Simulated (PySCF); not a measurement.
## Löwdin shares of the frontier orbitals

Species: C3H5F3O.
Structure used (GFN2-xTB), in Å, numbered top down from 1:
```xyz
12
C3H5F3O angstrom
O      2.202    0.335    0.384
C      0.998    0.371   -0.324
C     -0.155   -0.240    0.483
F      0.057   -1.596    0.629
C     -1.519   -0.039   -0.184
F     -1.978    1.202    0.089
F     -1.438   -0.127   -1.530
H      2.433   -0.585    0.563
H      1.076   -0.156   -1.285
H      0.775    1.424   -0.509
H     -0.188    0.183    1.495
H     -2.262   -0.774    0.162
```

Theory: TDDFT wB97X-D/def2-SVPD, vertical, gas phase, core orbitals frozen in the response (PySCF 2.14.0, density-fitted response routines).

Frontier orbitals with the atoms that hold most of them (Löwdin shares over 4%, at most four atoms; ? is withheld):

| orbital | ε (eV) | atoms |
| --- | --- | --- |
| LUMO+2 | 3.00 | H9 14%, F4 14%, H11 12%, C2 11% |
| LUMO+1 | 2.49 | C5 28%, H12 17%, F6 14%, F7 10% |
| LUMO | 2.17 | ? |
| HOMO | ? | O1 58%, C2 13%, C3 10%, H9 6% |
| HOMO-1 | -11.77 | ? |
| HOMO-2 | -12.27 | F4 26%, C3 16%, F7 13%, O1 12% |
| HOMO-3 | -13.09 | O1 24%, F4 20%, C3 12%, F6 9% |

Q: Which atoms hold the LUMO, and with what shares?

A: O1 (bonded to C and H) 27%; H8 (bonded to O) 16%; F4 (bonded to C) 14%; C2 (bonded to C, O and 2 H) 13%.

Q: Which atoms hold the HOMO-1, and with what shares?

A: O1 (bonded to C and H) 31%; C2 (bonded to C, O and 2 H) 16%; C3 (bonded to 2 C, F and H) 9%; F6 (bonded to C) 8%. By element: oxygen 31%, carbon 24% or more, fluorine 8% or more.

Q: What is the HOMO energy, and the HOMO–LUMO gap?

A: ε(HOMO) = -10.41 eV; the gap is 12.59 eV (0.4625 hartree).

Q: How does S1 compare with the orbital gap of 12.59 eV?

A: S1 is at 7.71 eV (f = 0.013), 4.87 eV below the gap, made of HOMO→LUMO (88%). 

Next come S2 at 8.96 eV (f 0.016), HOMO→LUMO+2 (43%), HOMO→LUMO+1 (30%); S3 at 9.08 eV (f 0.0069), HOMO→LUMO+1 (34%), HOMO→LUMO+4 (30%), HOMO→LUMO+2 (10%); S4 at 9.28 eV (f 0.034), HOMO-1→LUMO (51%), HOMO→LUMO+2 (21%); S5 at 9.42 eV (f 0.0071), HOMO→LUMO+4 (29%), HOMO-1→LUMO (17%), HOMO→LUMO+2 (12%).

The run took 31 s wall on an Arm Neoverse V1 with one thread, shared host.

One conformer stands for the species.
